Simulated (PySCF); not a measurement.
Computed IR spectrum (relative IR intensity) of a molecule C6H5Cl. Geometry: PBE-D3(BJ)/def2-SVP. One conformer was computed; it need not be the lowest. Method: PBE-D3(BJ)/def2-SVP (PySCF). Frequencies are harmonic and unscaled.

ν (cm⁻¹): 410 (w), 471 (m), 691 (s), 699 (s), 735 (vs), 891 (vw), 982 (w), 1021 (m), 1062 (m), 1082 (vs), 1431 (w), 1458 (vs), 1599 (s), 3123 (w), 3136 (m), 3144 (w) (against the strongest line: vs over 80 %, s over 45 %, m over 15 %, w over 4 %, vw less)

Task: Which molecule gave these data?
A. CC#CC=C=CCl
B. Clc1ccccc1
C. C#CCC(Cl)=C=C
D. C#C[C@H]1C=C(Cl)C1

Result: B, Clc1ccccc1
